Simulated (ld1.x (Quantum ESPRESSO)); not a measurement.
## PBE TM dataset for Ir (Z = 77), fully relativistic all-electron reference.

```json
{
 "Element": "Ir (Z = 77)",
 "Generator": "ld1.x (Quantum ESPRESSO) 7.5",
 "Type": "norm-conserving Troullier–Martins (Kleinman–Bylander form)",
 "Functional": "PBE",
 "Relativity": "fully relativistic",
 "Frozen core": "[Xe] 4f14",
 "Valence charge": "9",
 "Reference configuration": "5d7 6s0 6p0 (charge +2)",
 "Partial waves": "6s (bound, empty): rc 2.05 bohr; 6p (bound, empty): rc 3.10 bohr; 5f channel at 0.1 Ry: rc 2.80 bohr; 5d (bound): rc 1.35 bohr",
 "Local potential": "the d channel",
 "Core correction": "none"
}
```

Open shells are filled in proportion to 2j + 1 (rel_dist='average').

Calculated quality:

| Item | Value |
| --- | --- |
| Cutoffs needed | 40 Ry and 70 Ry (the cutoffs (Ry, on a coarse ladder) from which the occupation-weighted sum of valence levels, in a spherical-Bessel basis at the reference potential, stays within 10 and 1 mRy of its value at 400 Ry) |
| Ghost test | ghost states, extra bound levels that the all-electron valence spectrum of the same l lacks: s at -63.4 eV, p3/2 at -24.9 eV, p1/2 at -14.0 eV; a true bound ghost makes a file unfit for plane-wave use (spherical-Bessel basis up to 400 Ry, 20 bohr box) |
| Configuration tests | 1 of 7 tests not solved or not reliable; not counted: 5d7 6s0 6p2 (solver errors, printed error -483 meV) |

Note: ghost states, extra bound levels that the all-electron valence spectrum of the same l lacks: s at -63.4 eV, p3/2 at -24.9 eV, p1/2 at -14.0 eV. A true bound ghost makes a file unfit for plane-wave use. The potential misses its own reference levels by up to 0.8 eV.

Generation and tests took about 1.9 s on one core of a shared server CPU.
